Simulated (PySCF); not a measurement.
Ranking problems on computed properties.

All species are isolated and taken at one optimised geometry (atoms past krypton carry core potentials, spin–orbit coupling is left out); the electronic structure was computed with PySCF and density fitting.

Dipoles, sizes and rotational constants follow the conformer. The torsions of the flexible species, by atom-mapped SMILES:
- `[CH3:1][CH2:2][C:3]([CH3:4])([F:5])[CH2:6][CH3:7]`: C1–C2–C3–C4 175°, C2–C3–C6–C7 -60°
- `[CH:1]#[C:2][CH2:3][c:4]1[cH:5][cH:6][cH:7][o:8]1`: C2–C3–C4–C5 64°
- `[CH3:1][O:2][C:3]([F:4])([F:5])[CH:6]([F:7])[F:8]`: C1–O2–C3–F4 56°, O2–C3–C6–F7 -63°
- `[CH:1]#[C:2]/[CH:3]=[C:4](\[C:5]#[CH:6])[C:7](=[CH2:8])[CH3:9]`: C3–C4–C7–C8 180°

Problem. Rank by vertical ionisation energy, highest first (ΔSCF wB97X-D/def2-SVPD at PBE0-D3(BJ)/def2-SVP geometries).
A. `C[CH2][Zr]([F])([F])[F]`
B. `[H][Sn]([H])([H])[SH]`
C. `CCC(C)(F)CC`
D. `Fc1ccno1`
E. `C#CCc1ccco1`

Solution. C (10.79 eV), D (10.26 eV), A (9.88 eV), B (9.60 eV), E (8.54 eV).

Problem. Give the two extremes of that set in kJ/mol.

Solution. `C#CCc1ccco1`: 824 kJ/mol; `CCC(C)(F)CC`: 1041 kJ/mol.

Problem. Rank by lowest singlet excitation, highest first (TDDFT wB97X-D/def2-SVPD at PBE0-D3(BJ)/def2-SVP geometries).
A. `C[CH2][Zr]([F])([F])[F]`
B. `[SH][SnH3]`
C. `C#CCc1ccco1`
D. `FC1=CC=NO1`
E. `CC(F)(CC)CC`

Solution. E (8.95 eV), D (6.65 eV), C (6.14 eV), B (5.29 eV), A (4.84 eV).

Problem. Give the two extremes of that set as wavelengths.

Solution. `C[CH2][Zr]([F])([F])[F]`: 256 nm; `CCC(C)(F)CC`: 138 nm.

Problem. Rank by smallest rotational constant, highest first (PBE0-D3(BJ)/def2-SVP).
A. `CCC(C)(F)CC`
B. `C#CCc1ccco1`
C. `FC(C(F)F)(OC)F`
D. `C#C/C=C(\C#C)C(=C)C`
E. `[SH][SnH3]`
F. `C#CCC#CC(C)=O`
G. `Fc1ccno1`

Solution. E (3.123 GHz), G (2.715 GHz), A (1.745 GHz), C (1.387 GHz), B (1.166 GHz), D (0.819 GHz), F (0.722 GHz).

Problem. Rank by lowest triplet excitation (Tamm–Dancoff), highest first (TDA wB97X-D/def2-SVPD at PBE0-D3(BJ)/def2-SVP geometries).
A. `[H][Sn]([H])([H])[SH]`
B. `CCC(C)(F)CC`
C. `C[CH2][Zr]([F])([F])[F]`
D. `C#CCc1ccco1`

Solution. B (8.85 eV), A (4.87 eV), C (4.46 eV), D (4.07 eV).

Problem. Rank by electronic spatial extent ⟨r²⟩ about the centre of nuclear charge, highest first (CAM-B3LYP/def2-SVPD at PBE0-D3(BJ)/def2-SVP geometries).
A. `FC(C(F)F)(OC)F`
B. `CC#CC1=CC=CC=C1`
C. `C(/C#C)(C(C)=C)=C/C#C`
D. `C#CCC#CC(C)=O`

Solution. B (1568 bohr²), D (1482 bohr²), C (1375 bohr²), A (869 bohr²).

Problem. Rank by HOMO–LUMO gap, lowest first (wB97X-D/def2-SVPD at PBE0-D3(BJ)/def2-SVP geometries).
A. `C[CH2][Zr]([F])([F])[F]`
B. `C#CCc1ccco1`
C. `[SH][SnH3]`
D. `CCC(C)(F)CC`

Solution. C (9.89 eV), A (10.12 eV), B (10.24 eV), D (12.89 eV).

Problem. Give the two extremes of that set in kcal/mol.

Solution. `[H][Sn]([H])([H])[SH]`: 228 kcal/mol; `CCC(C)(F)CC`: 297 kcal/mol.
